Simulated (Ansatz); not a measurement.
CH$_{3}$ClGeO, SMILES `C[O][Ge][Cl]` at its PBE0-D4/def2-TZVP geometry, where that method's forces vanish. Charge 0, multiplicity 1.

```
atom   x (Å)   y (Å)   z (Å)
  C1   0.232   0.323   0.764
  O2   0.706   0.487  -0.554
 Ge3   0.199  -0.197  -2.097
 Cl4  -1.491  -1.484  -1.470
  H5   1.044  -0.059   1.389
  H6  -0.613  -0.368   0.813
  H7  -0.077   1.296   1.155
```

**Question.** For each bond, give half the difference of the two atoms' forces along it (eV/Å; positive pushes the atoms apart) under PBE-D4, r2SCAN-D4, B3LYP-D4, ωB97M-V in def2-TZVPP. (Estimate.)

**Answer.** The calculation gave: 
```csv
bond,length (Å),PBE-D4,r2SCAN-D4,B3LYP-D4,ωB97M-V
C1–O2,1.410,0.14,0.28,0.23,0.31
C1–H5,1.093,0.09,-0.06,-0.10,-0.11
C1–H6,1.093,0.07,-0.08,-0.10,-0.11
C1–H7,1.093,0.09,-0.06,-0.10,-0.11
O2–Ge3,1.762,0.50,0.00,0.19,-0.09
Ge3–Cl4,2.215,0.24,0.02,0.30,0.03
```

B3LYP here is the variant with VWN-RPA as its local correlation; programs differ in this.

Results of the Gaussian-basis code of Ansatz.
